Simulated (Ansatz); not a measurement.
`[NH2][Al]([Cl])[Br]` + NH₃ → `[NH2][Al]([NH2])[Br]` + HCl  (ligand exchange at the Al–Cl bond)

Isolated molecules relaxed with PBE0-D4/def2-TZVP in Ansatz; ΔE leaves out vibrations. CCSD(T)/CBS is the MP2 limit (def2-TZVPP, def2-QZVPP) plus CCSD(T) − MP2 in def2-TZVPP, frozen cores. This one scheme is used for every species. DFT in def2-TZVPP. B3LYP here is the variant with VWN-RPA as its local correlation; programs differ in this. For Br outer-core shells are correlated without core-valence functions, which leaves a few kJ/mol of doubt a bond. Scalar relativity is left out up to krypton. One conformer a species, not always the lowest.

| level | ΔE (kJ/mol) | difference from CCSD(T)/CBS |
| --- | --- | --- |
| B3LYP-D4 | 73.2 | -1.8 |
| r2SCAN0-D4 | 77.5 | 2.5 |
| BHLYP-D4 | 75.8 | 0.8 |
| CAM-B3LYP-D4 | 70.3 | -4.7 |
| ωB97M-V | 74.3 | -0.7 |
| r2SCAN | 77.0 | 2.0 |
| r2SCANh | 77.3 | 2.3 |
| BHLYP | 74.8 | -0.2 |
| MP2/def2-SVP | 78.0 | 3.0 |
| MP2/def2-TZVPP | 74.5 | -0.5 |
| CCSD/def2-TZVPP | 71.8 | -3.2 |
| CCSD(T)/def2-TZVPP | 72.1 | -2.9 |
| HF/def2-QZVPP | 78.1 | 3.1 |
| SCS-MP2/def2-QZVPP | 74.3 | -0.7 |
| HF/CBS(def2) | 78.0 | 3.0 |
| MP2/CBS(def2) | 77.4 | 2.4 |
| CCSD(T)/CBS | 75.0 | 0 |

Largest T1 diagnostic among the species: 0.008.

In def2-TZVPP, CCSD(T) changes the Hartree–Fock value by −6.9 kJ/mol (the triples alone add +0.3 kJ/mol) and MP2 by −4.5 kJ/mol. Leaving LDA and LC-ωPBE aside and taking each functional with its dispersion term where it has one, the values, not all of them listed here, spread over 9.1 kJ/mol, from CAM-B3LYP-D4 to B97M-V. LDA lies −7.5 kJ/mol from PBE without D4.
